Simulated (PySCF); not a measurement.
FMg, charge +1, singlet, at a GFN2-xTB geometry (such geometries of metal compounds can be far from the true shape), atoms displaced at random by about 0.03 Å a coordinate; DF-R2SCAN/def2-TZVP, gradient (PySCF).

PySCF was given this input:
```python
from pyscf import gto, scf, dft

mol = gto.M(
    atom='''
Mg    0.013676    0.043112   -0.752706
F    -0.040485    0.039167    1.012040
''',
    basis='def2-tzvp',
    charge=1,
    spin=0,
    verbose=4,
)

mf = dft.RKS(mol)
mf.xc = 'r2scan'
mf = mf.density_fit(auxbasis='def2-universal-jkfit')
mf.kernel()
g = mf.nuc_grad_method()
g.auxbasis_response = False
grad = g.kernel()
```

Output, abridged:

```
PySCF version 2.14.0

[INPUT] verbose = 4
[INPUT] num. atoms = 2
[INPUT] num. electrons = 20
[INPUT] charge = 1
[INPUT] spin (= nelec alpha-beta = 2S) = 0
[INPUT] symmetry False subgroup None
[INPUT] Mole.unit = angstrom
[INPUT] Symbol           X                Y                Z      unit          X                Y                Z       unit  Magmom
[INPUT]  1 Mg     0.013676000000   0.043112000000  -0.752706000000 AA    0.025843894480   0.081469872682  -1.422408192317 Bohr   0.0
[INPUT]  2 F     -0.040485000000   0.039167000000   1.012040000000 AA   -0.076505562153   0.074014903121   1.912478427105 Bohr   0.0

nuclear repulsion = 32.3695872360081
number of shells = 23
number of NR pGTOs = 99
number of NR cGTOs = 63
basis = def2-tzvp
ecp = {}

******** <class 'pyscf.df.df_jk.DFRKS'> ********
method = DFRKS
initial guess = minao
damping factor = 0
level_shift factor = 0
DIIS = <class 'pyscf.scf.diis.CDIIS'>
diis_start_cycle = 1
diis_space = 8
diis_damp = 0
SCF conv_tol = 1e-09
SCF conv_tol_grad = None
SCF max_cycles = 50
direct_scf = False
XC library pyscf.dft.libxc version 7.1.2
    S. Lehtola, C. Steigemann, M. J. T. Oliveira, and M. A. L. Marques,  SoftwareX 7, 1–5 (2018)
XC functionals = r2scan
    J. W. Furness, A. D. Kaplan, J. Ning, J. P. Perdew, and J. Sun,  J. Phys. Chem. Lett. 11, 8208–8215 (2020)
    J. W. Furness, A. D. Kaplan, J. Ning, J. P. Perdew, and J. Sun,  J. Phys. Chem. Lett. 11, 9248–9248 (2020)
    J. W. Furness, A. D. Kaplan, J. Ning, J. P. Perdew, and J. Sun,  J. Phys. Chem. Lett. 11, 8208–8215 (2020)
    J. W. Furness, A. D. Kaplan, J. Ning, J. P. Perdew, and J. Sun,  J. Phys. Chem. Lett. 11, 9248–9248 (2020)
radial grids:
    Treutler-Ahlrichs [JCP 102, 346 (1995); DOI:10.1063/1.469408] (M4) radial grids

becke partition: Becke, JCP 88, 2547 (1988); DOI:10.1063/1.454033
pruning grids: <function nwchem_prune>
grids dens level: 3
symmetrized grids: False
atomic radii adjust function: <function treutler_atomic_radii_adjust>
small_rho_cutoff = 0
Set gradient conv threshold to 3.16228e-05
Initial guess from minao.
tot grids = 32848
init E= -299.884194229886
  HOMO = -0.492179201025051  LUMO = -0.149029643147443  gap/eV = 9.33758
cycle= 1 E= -299.52936034589  delta_E= 0.355  |g|= 0.788  |ddm|= 1.69
  HOMO = -0.295511546106703  LUMO = -0.284155128539438  gap/eV = 0.30902
cycle= 2 E= -296.7315770231  delta_E=  2.8  |g|= 3.55  |ddm|= 2.62
  HOMO = -0.533551068330262  LUMO = -0.343816417067373  gap/eV = 5.16294
cycle= 3 E= -299.640999506258  delta_E= -2.91  |g|= 0.11  |ddm|= 2.37
  HOMO = -0.49399020635246  LUMO = -0.353389234652958  gap/eV = 3.82595
cycle= 4 E= -299.642340420506  delta_E= -0.00134  |g|= 0.0729  |ddm|= 0.16
  HOMO = -0.505192184466978  LUMO = -0.358801757751039  gap/eV = 3.98349
cycle= 5 E= -299.643172222107  delta_E= -0.000832  |g|= 0.0165  |ddm|= 0.0346
  HOMO = -0.507574598370929  LUMO = -0.358921376855498  gap/eV = 4.04506
cycle= 6 E= -299.643213622689  delta_E= -4.14e-05  |g|= 0.00238  |ddm|= 0.00986
  HOMO = -0.507953917037642  LUMO = -0.35872229941468  gap/eV = 4.06080
cycle= 7 E= -299.643214574849  delta_E= -9.52e-07  |g|= 8.26e-05  |ddm|= 0.00172
  HOMO = -0.507918344373399  LUMO = -0.358651329384344  gap/eV = 4.06176
cycle= 8 E= -299.643214576374  delta_E= -1.52e-09  |g|= 3.22e-05  |ddm|= 0.000118
  HOMO = -0.507914025979873  LUMO = -0.358645880234555  gap/eV = 4.06179
cycle= 9 E= -299.64321457654  delta_E= -1.66e-10  |g|= 6.55e-06  |ddm|= 1.82e-05
  HOMO = -0.507910342195159  LUMO = -0.358644371711947  gap/eV = 4.06173
Extra cycle  E= -299.643214576509  delta_E= 3.08e-11  |g|= 1.52e-05  |ddm|= 1.22e-05
converged SCF energy = -299.643214576509

******** <class 'pyscf.df.grad.rks.Gradients'> for <class 'pyscf.df.df_jk.DFRKS'> ********
unit = Eh/Bohr
grid_response = False
--------------- DFRKS gradients ---------------
         x                y                z
0 Mg     0.0008742683     0.0000635496    -0.0286241247
1 F    -0.0007988904    -0.0000553809     0.0272492426
----------------------------------------------
```
